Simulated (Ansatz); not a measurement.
Geometry optimisation, RKS revPBE/STO-3G in Ansatz.

Input file:

```yaml
crystal:
  periodic: [false, false, false]
  atoms:
    - { symbol: Si, position_ang: [0.0, 0.0, 0.0] }
    - { symbol: F, position_ang: [0.0, 0.0, 1.59] }
    - { symbol: O, position_ang: [1.5842, 0.0, -0.5594] }
    - { symbol: C, position_ang: [2.3503, -1.1632, -0.836] }
    - { symbol: H, position_ang: [1.7187, -1.9052, -1.3675] }
    - { symbol: H, position_ang: [3.2179, -0.8926, -1.4733] }
    - { symbol: H, position_ang: [2.7141, -1.6023, 0.1163] }
    - { symbol: F, position_ang: [-0.7489, 1.2974, -0.5295] }
    - { symbol: O, position_ang: [-0.7913, -1.3709, -0.5594] }
    - { symbol: Si, position_ang: [-1.673, -2.4329, 0.3983] }
    - { symbol: H, position_ang: [-1.2634, -2.287, 1.792] }
    - { symbol: H, position_ang: [-3.0964, -2.1323, 0.2761] }
    - { symbol: H, position_ang: [-1.4264, -3.8036, -0.0398] }
basis:
  gaussian: { orbitals: STO-3G }
hamiltonian:
  xc: revpbe
relax:
  f_tol: 0.02
  max_steps: 40
```

Run as:

```bash
$ ansatz run input.yaml --threads 1 --pin off --max-ram 2048MiB --backend cpu --events-out ev --progress --plain --runs-dir out
```

Task: Where does it end, and by what steps?

Result: The run converged. Limits of this set-up: minimal basis. After 14 steps the energy has fallen by 0.502 eV; H13 moved furthest, 0.93 Å.

| step | energy less start (eV) | largest force component (eV/Å) | accepted |
| --- | --- | --- | --- |
| 0 | 0.0000 | 2.672 | yes |
| 1 | -0.2926 | 1.495 | yes |
| 2 | -0.4179 | 0.438 | yes |
| 3 | -0.4377 | 0.142 | yes |
| 4 | -0.4446 | 0.181 | yes |
| 5 | -0.4584 | 0.291 | yes |
| 6 | -0.4682 | 0.250 | yes |
| 7 | -0.4891 | 0.069 | yes |
| 8 | -0.4920 | 0.096 | yes |
| 9 | -0.4948 | 0.219 | yes |
| 10 | -0.4994 | 0.075 | yes |
| 11 | -0.5007 | 0.057 | yes |
| 12 | -0.5014 | 0.029 | yes |
| 13 | -0.5017 | 0.026 | yes |
| 14 | -0.5018 | 0.011 | yes |

```xyz
13
Properties=species:S:1:pos:R:3
Si 0.001 -0.212 -0.145
F 0.177 -0.136 1.500
O 1.482 0.097 -0.999
C 2.457 -0.986 -0.763
H 2.092 -2.000 -1.076
H 3.360 -0.751 -1.377
H 2.794 -1.065 0.306
F -0.991 1.022 -0.602
O -0.610 -1.740 -0.618
Si -1.783 -2.453 0.429
H -1.200 -2.903 1.697
H -2.895 -1.551 0.746
H -2.298 -3.614 -0.289
```

Run time: 64 s on 1 thread of Arm Neoverse V2 (shared host), peak memory 0.12 GiB.
